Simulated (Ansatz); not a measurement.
Gas-phase reaction (SMILES): C[Si](F)(F)Cl -> C[Si](F)Cl + F atom; the F-Si bond at the site shown breaks (other sites are not compared here).

Each molecule is optimised on its own at B3LYP-D3(BJ)/def2-TZVP (Ansatz, a program for electronic structure). Correlated levels leave the core frozen unless marked. UHF or UKS for open shells. No spin-orbit coupling. No relativistic terms. Basis-set limits of correlation are two-point, X^-3; Hartree-Fock from the larger set. The bracket is a focal-point correction in the basis named. Thermal terms are rigid-rotor harmonic-oscillator values from B3LYP-D3(BJ) frequencies (Ansatz) at 298.15 K and 1 atm. 1 Eh = 627.5095 kcal/mol. Atoms have translation alone.

| species | E, RI-MP2/CBS(aug-cc-pV(T+d)Z,aug-cc-pV(Q+d)Z)+[CCSD(T)-MP2]/aug-cc-pV(T+d)Z (Ansatz) (Eh) | E, r2SCAN-D4/def2-TZVPD (Ansatz + dftd4) (Eh) | H - E (Eh) |
|---|---|---|---|
| C[Si](F)(F)Cl | -988.50974 | -989.47912 | 0.05226 |
| C[Si](F)Cl | -888.57889 | -889.49827 | 0.04738 |
| F atom | -99.66721 | -99.72844 | 0.00236 |

**Question.** Work out ΔE and ΔH at 298.15 K at the first level, then ΔH at the second.

**Answer.** 
1. ΔE = [(-888.57889) + (-99.66721)] - [(-988.50974)] = 0.26364 Eh = 165.4 kcal/mol at RI-MP2/CBS(aug-cc-pV(T+d)Z,aug-cc-pV(Q+d)Z)+[CCSD(T)-MP2]/aug-cc-pV(T+d)Z.
2. The terms H - E add up to -0.00252 Eh, so ΔH = (0.26364 + (-0.00252))×627.5095 = 163.9 kcal/mol.
3. At r2SCAN-D4/def2-TZVPD the same steps give ΔE = 158.4 and ΔH = 156.8 kcal/mol, a shift of -7.1 from the first level.
4. These values are not checked against measurement here, since the tables used lack a sound gas-phase enthalpy of formation for at least one species.
